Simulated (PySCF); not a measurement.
Cartesian coordinates in Å; atom numbers follow the order of the lines, from 1:
```xyz
23

Si   -4.2400    0.2753   -0.1567
C    -2.9154    1.2950    0.7055
Si   -1.2571    0.4312    0.9337
C    -0.5223   -0.1186   -0.7078
Si    1.1480   -0.9805   -0.6004
C     2.4763    0.1588    0.0947
Si    4.2025   -0.5832    0.1729
H    -5.5467    1.0021   -0.1921
H    -3.8366   -0.0258   -1.5656
H    -4.4397   -1.0245    0.5566
H    -3.2928    1.5871    1.7011
H    -2.7594    2.2291    0.1382
H    -1.4433   -0.7648    1.8156
H    -0.3062    1.3593    1.6269
H    -0.4243    0.7598   -1.3704
H    -1.2320   -0.8069   -1.2000
H     1.5671   -1.4465   -1.9612
H     1.0269   -2.1888    0.2761
H     2.1827    0.4741    1.1109
H     2.5160    1.0732   -0.5233
H     5.1826    0.3956    0.7387
H     4.6654   -0.9729   -1.1949
H     4.2075   -1.8046    1.0362
```

Geometry: PBE0-D3(BJ)/def2-SVP; GIAO shifts from PySCF 2.14, gas phase, non-relativistic, averaged over equivalent atoms.

At KT3/pcSseg-1 (227 basis functions, 43 s wall time on 1 thread of an Intel Xeon 6975P-C, shared host):
```json
{"atoms": "Si3/Si5", "δ (ppm)": "-36.1"}
{"atoms": "Si1/Si7", "δ (ppm)": "-67.8"}
{"atoms": "C4", "δ (ppm)": "-5.6"}
{"atoms": "C2/C6", "δ (ppm)": "-10.3"}
{"atoms": "H13/H14/H17/H18", "δ (ppm)": "4.14"}
{"atoms": "H8/H9/H10/H21/H22/H23", "δ (ppm)": "3.85"}
{"atoms": "H15/H16", "δ (ppm)": "-0.03"}
{"atoms": "H11/H12/H19/H20", "δ (ppm)": "-0.10"}
```

Referencing at the same level of theory: ²⁹Si (365.51 ppm), ¹³C (182.31 ppm), ¹H (31.32 ppm) against TMS.

**Question.** Estimate the result of repeating the calculation with PBE0/pcSseg-1.

**Answer.** 
| atoms | δ at PBE0/pcSseg-1 | change |
| --- | --- | --- |
| Si3/Si5 | -36.4 | -0.3 |
| Si1/Si7 | -68.4 | -0.6 |
| C4 | -7.1 | -1.5 |
| C2/C6 | -12.0 | -1.7 |
| H13/H14/H17/H18 | 4.26 | +0.12 |
| H8/H9/H10/H21/H22/H23 | 3.98 | +0.13 |
| H15/H16 | -0.11 | -0.08 |
| H11/H12/H19/H20 | -0.17 | -0.07 |

Scale: TMS for ²⁹Si (σref 351.99) and ¹³C (σref 184.41) and ¹H (σref 31.27) (reference shieldings calculated alike).

The largest change is at C2/C6 (sp3 CH2 bonded to 2 Si). Cost: 227 basis functions, 45 s wall time on 1 thread of an Intel Xeon 6975P-C, shared host.
